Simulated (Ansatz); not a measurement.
C3H6AlCl can be A, `C=C[CH2][AlH][Cl]`, or B, `C=[C](Cl)[AlH][CH3]`.

Program: Ansatz. Geometries: PBE0-D4/def2-TZVP. ΔE: electronic, gas phase. CCSD(T)/CBS adds triple-zeta CCSD(T) − MP2 to the extrapolated MP2 energy (def2 sets, frozen cores). DFT in def2-TZVPP. B3LYP here is the variant with VWN-RPA as its local correlation; programs differ in this. One conformer a species, not always the lowest.

(1) Which is lower in electronic energy at CCSD(T)/CBS, and by how much? (Estimate.)

(2) Give E(B) − E(A) in kJ/mol with B2PLYP, B3LYP, MP2/def2-TZVPP, PBE0-D4, PBE-D4, CCSD(T)/def2-TZVPP, HF/def2-TZVPP. (Estimate.)

Largest T1 diagnostic: 0.011.

## Answers

(1) The calculation gave: A, by 180.4 kJ/mol.

(2) Ansatz gave: B2PLYP 176.2, B3LYP 170.2, MP2/def2-TZVPP 187.4, PBE0-D4 186.3, PBE-D4 177.3, CCSD(T)/def2-TZVPP 179.7, HF/def2-TZVPP 179.7. None reverses the order clearly.

From PBE to PBE0 (25 % exact exchange), in def2-TZVPP and without D4, E(B) − E(A) moves by +9.3 kJ/mol.
